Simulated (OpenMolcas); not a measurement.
A calculation on Kr³⁺.

| Property | Result |
| --- | --- |
| Program | OpenMolcas |
| Method | SS-RASPT2, IPEA 0.25 Eh, imaginary shift 0.1 Eh (closed shells correlated: 3d) |
| Basis | ANO-RCC-VQZP [7s6p4d2f1g] |
| Scalar Hamiltonian | DKH2, point nucleus |
| Active space | 5 electrons in 9 orbitals (RAS2 4s 4p; RAS3 4d, at most 2 electrons) |
| State averaging | 2S+1 = 4 odd, 1 root; 2S+1 = 2 odd, 11 roots; 2S+1 = 4 even, 3 roots; 2S+1 = 2 even, 9 roots |
| Spin-orbit coupling | RASSI with atomic mean-field integrals over the reference wave functions, term energies averaged over their components |

(1) Which level of the active space comes out lowest?

(2) How high does 4s 4p⁴ ⁴P_3/2 lie?

(3) How high does 4s² 4p³ ²P°_3/2 lie?

(4) How high does 4s 4p⁴ ⁴P_1/2 lie?

Measured values: Saloman, J. Phys. Chem. Ref. Data 36, 215 (2007).

Results:

(1) 4s² 4p³ ⁴S°_3/2, with 98 % of that term; it is also the measured ground level.

(2) 15.006 eV above the lowest level; measured 15.1790 eV above the ground level, so the calculation is off by -1 %.

(3) 4.191 eV above the lowest level; measured 4.1418 eV above the ground level, so the calculation is off by +1 %.

(4) 15.203 eV above the lowest level; measured 15.3876 eV above the ground level, so the calculation is off by -1 %.

The run also gave levels led by 4s² 4p² 4d, which use shells meant for correlation; these and all levels above them are left out. Some terms mix strongly with configurations of 4d, whose occupation reaches 0.27 (4s 4p⁴ ²D). Measured partners are found by configuration, term and J. A level has none where our copy of the source lacks it or the pairing is in doubt (some pairs that miss far off the trend of their configuration count as doubtful), and it then counts in no deviation. Only configurations of the active space appear.

° marks odd parity.
